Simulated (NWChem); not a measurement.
# Polarisability of phosphorus nitride (NP)

SMILES: N#P
```xyz
2

N      0.0000     0.0000     1.0149
P      0.0000     0.0000    -0.4736
```
Charge 0, spin multiplicity 1.

Program: NWChem. The geometry was optimised at PBE0/def2-SVP, a minimum by its harmonic frequencies.

Basis set: def2-SVPD. The field's frequency is 0.0773 Ha (589 nm).

The correlated methods keep 6 core orbitals frozen. Coupled-cluster values serve here as a point of comparison, not as the truth.

**Question.** Order these methods by the isotropic polarisability they give, lowest first: PBE, HF, PBE0, CCSD linear response.

**Answer.** HF (26.71 bohr³), CCSD linear response (26.85 bohr³), PBE0 (26.96 bohr³), PBE (27.33 bohr³)
